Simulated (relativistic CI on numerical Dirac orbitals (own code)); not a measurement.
Fe²⁺: resonant inelastic scattering at the M2,3 edge

Computed with this model: Dirac-Coulomb-Breit CI, orbitals from a KLI potential per configuration, a model potential for QED, valence Slater integrals scaled by 0.9, Kramers-Heisenberg scattering through one core-hole configuration in a parametric crystal field; configurations [Ar] 3d6 → [Ne] 3s2 3p5 3d7; 300 K; core-hole width 1.2 eV; summed over polarisations. Incident energies are the highest absorption maxima for each field (at most a few, so the weaker spin-orbit partner edge can be absent), on the computed scale of the free ion. Intensities are in per cent of the strongest line above 0.02 eV; levels within 1 cm⁻¹ are merged; final levels count from the ground level, the first row holds all elastic scattering, lines under 0.4 are left out and each table stops after 24 rows. The scale of the Slater integrals is a model choice and moves the terms in proportion.

Field parameters in Wybourne normalisation: Oh B⁴₀ = 21Dq, B⁴₄ = √(5/14) B⁴₀. The field is a parameter set, without covalency.

S is read from ⟨S²⟩ = S(S + 1).

Oh, 10Dq = 3250 cm⁻¹:

| Final level (eV) | Degeneracy | Irrep | S | 55.9 eV | 60.6 eV |
| --- | --- | --- | --- | --- | --- |
| 0.000 | 3 | T2 | 2.00 | 90.6 | 456.5 |
| 0.022 | 2 | E | 2.00 | 5.1 | 42.5 |
| 0.024 | 3 | T1 | 2.00 | 5.4 | 58.4 |
| 0.053 | 1 | A1 | 2.00 | 2.0 | 30.9 |
| 0.059 | 3 | T1 | 2.00 | 4.3 | 97.1 |
| 0.064 | 3 | T2 | 2.00 | 3.5 | 100.0 |
| 0.443 | 1 | A2 | 2.00 | 4.8 | 20.2 |
| 0.445 | 3 | T2 | 2.00 | 11.7 | 69.0 |
| 0.446 | 2 | E | 2.00 | 6.6 | 48.8 |
| 0.448 | 3 | T1 | 2.00 | 8.7 | 76.5 |
| 0.450 | 1 | A1 | 2.00 | 2.5 | 26.0 |
| 2.870 | 2 | E | 1.00 | 0.0 | 0.6 |
| 2.870 | 3 | T2 | 1.00 | 0.0 | 0.8 |
| 2.995 | 3 | T2 | 1.00 | 0.5 | 0.1 |
| 3.142 | 3 | T2 | 1.00 | 2.3 | 0.3 |
| 3.144 | 3 | T1 | 1.00 | 0.4 | 0.1 |
| 3.229 | 3 | T1 | 1.00 | 0.8 | 0.4 |
| 3.234 | 2 |  | 1.00 | 0.7 | 0.2 |
| 3.242 | 3 |  | 1.00 | 0.5 | 0.1 |
| 3.584 | 3 |  | 1.00 | 0.2 | 0.5 |
| 4.149 | 3 |  | 0.99 | 0.0 | 0.5 |
| 4.157 | 3 |  | 1.00 | 0.0 | 0.5 |
| 4.385 | 3 |  | 0.99 | 0.0 | 1.2 |
| 4.390 | 3 |  | 1.00 | 0.0 | 1.0 |

Oh, 10Dq = 7350 cm⁻¹:

```tsv
Final level (eV)	Degeneracy	Irrep	S	56.3 eV	60.5 eV
0.000	3	T2	2.00	85.6	430.6
0.023	2	E	2.00	4.7	44.9
0.025	3	T1	2.00	5.1	74.4
0.057	1	A1	2.00	1.9	28.7
0.060	3	T1	2.00	5.2	95.8
0.063	3	T2	2.00	4.6	100.0
0.950	1	A2	2.00	4.8	15.1
0.951	3	T2	2.00	12.8	49.2
0.951	2	E	2.00	7.5	34.0
0.951	3	T1	2.00	9.3	53.6
0.952	1	A1	2.00	2.5	18.5
1.834	2	E	1.00	0.1	0.5
1.837	3	T2	1.00	0.2	0.7
2.263	3	T2	1.00	0.5	0.1
3.014	2	E	1.00	0.0	0.6
3.017	3	T2	1.00	0.0	0.9
3.066	3	T1	1.00	0.1	0.4
3.481	3	T2	0.99	1.4	0.6
3.520	3	T1	1.00	0.6	0.5
3.564	3	T2	0.99	0.6	0.2
4.301	3		0.97	0.1	0.4
4.319	3		0.87	0.1	0.4
4.347	3		0.97	0.2	0.5
4.829	3		0.97	0.1	1.0
```

Oh, 10Dq = 11400 cm⁻¹:

```tsv
Final level (eV)	Degeneracy	Irrep	S	56.6 eV	60.4 eV
0.000	3	T2	2.00	54.5	304.8
0.023	2	E	2.00	2.6	34.0
0.025	3	T1	2.00	2.9	54.9
0.057	1	A1	2.00	1.4	18.1
0.060	3	T1	2.00	3.8	57.3
0.063	3	T2	2.00	3.4	57.1
1.380	2	E	1.00	0.1	0.4
1.383	3	T2	1.00	0.2	0.6
1.451	10		2.00	22.3	100.0
3.095	3	T2	1.00	0.0	0.5
3.690	3	T1	1.00	0.3	0.5
```

For the first field the strongest loss at the lowest incident energy is the level at 0.44 eV (S = 2.00, against 2.00 in the thermal ground state).
